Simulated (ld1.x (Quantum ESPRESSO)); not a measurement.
What one change does to a pseudopotential (C, TM)

ld1.x (Quantum ESPRESSO) 7.5 input, shortened:

```
&input
   title='C', zed=6., rel=0, dft='PZ', iswitch=3,
   config='[He] 2s2 2p2'
 /
 &inputp
   pseudotype=2, tm=.true., lloc=-1, rcloc=1.15,
   nlcc=.false.
 /
2
2S  1  0   2.00   0.00  0.80  0.80  0.0
2P  2  1   2.00   0.00  2.90  2.90  0.0
 &test
   configts(1)='2s2 2p2'
 /
```

Change: wave 2p (bound): rc 2.90 bohr becomes 2p (bound): rc 2.44 bohr.

Cutoffs: the cutoffs (Ry, on a coarse ladder) from which the occupation-weighted sum of valence levels, in a spherical-Bessel basis at the reference potential, stays within 10 and 1 mRy of its value at 400 Ry; they do not see the model core or the augmentation charge, which bear on the density cutoff. Errors are all-electron minus pseudo energies relative to the spin-unpolarised reference configuration.

What does the change do?

The potential gets neither clearly harder nor softer (100 Ry and 230 Ry → 100 Ry and 230 Ry); the s channel sets the loose cutoff, while the largest relative change is in p, which becomes harder; of the 9 tests that both files solve, the error grows in 1 and shrinks in 8 by more than 15 % and 0.3 meV (median size 60.7 → 63.1 meV); neither file shows a bound ghost.

| quantity | base | changed |
| --- | --- | --- |
| cutoff, loose | 100 Ry | 100 Ry |
| cutoff, tight | 230 Ry | 230 Ry |
| loose cutoff by channel (10 mRy a level) | s 90 Ry, p 15 Ry | s 90 Ry, p 18 Ry |
| bound ghosts | none | none |
| error for 2s2 2p1, meV [ΔE 10.99 eV] | +122 | +63 |
| error for 2s2 2p0, meV [ΔE 35.25 eV] | +1005 | +575 |
| error for 2s1 2p0, meV [ΔE 83.20 eV] | +1990 | +1195 |
| error for 2s2 2p2.3, meV [ΔE -1.20 eV] | +2.0 | +0.8 |
| error for 2s0 2p4, meV [ΔE 16.49 eV] | -61 | +4.9 |
| error for 2s1 2p3, meV [ΔE 8.23 eV] | -17 | -0.1 |
| error for 2s2 2p1.5, meV [ΔE 4.03 eV] | +19 | +9.0 |
| error for 2s2 2p2 (spin-polarised), meV [ΔE -1.13 eV] | +29 | +68 |
| error for 2s2 2p1 (spin-polarised), meV [ΔE 10.59 eV] | +122 | +84 |
